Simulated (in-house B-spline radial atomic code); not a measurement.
## Ionising Rb5+ with different functionals

Computed with a B-spline radial code for spherical atoms: non-relativistic Hamiltonian, point nucleus, spin-polarised at highest spin, spherical fractional occupations for the functionals, and exact exchange of hybrids averaged over the configuration. The ionisation energy is the difference of two self-consistent energies, [Ar] 3d10 4s2 4p2 → [Ar] 3d10 4s2 4p1, without Breit or QED terms; ε is the level of the shell that loses the electron (its least bound occupied spin orbital). There is no spin-orbit coupling in this Hamiltonian.

```tsv
method	rung	ΔSCF (eV)	-ε(4p) (eV)
PBE0	global hybrid	83.30	77.97
B3LYP	global hybrid	83.34	77.55
TPSSh	global hybrid	83.36	76.95
M06-2X	global hybrid	83.33	80.00
BHandHLYP	global hybrid	83.19	79.66
r2SCAN0	global hybrid	83.58	78.36
B97-1	global hybrid	83.17	77.55
HSE06	range-separated hybrid	83.24	77.49
wB97X	range-separated hybrid	83.02	80.40
CAM-B3LYP	range-separated hybrid	83.33	79.45
LC-wPBE	range-separated hybrid	83.38	81.09
```

(1) Among the functionals, which spreads more, the ΔSCF values or the orbital energies?

(2) How do they compare with the NIST value?

Results:

(1) The orbital energies: ΔSCF values span about 0.57 eV and the orbital energies 4.13 eV; here energy differences depend much less on the functional than eigenvalues do.

(2) NIST lists 83 eV ± 2 (tabulated theory, ground level to ground level). Errors run from +0.12 to +0.68 eV; all lie within about twice that uncertainty, so the table can't rank the methods.
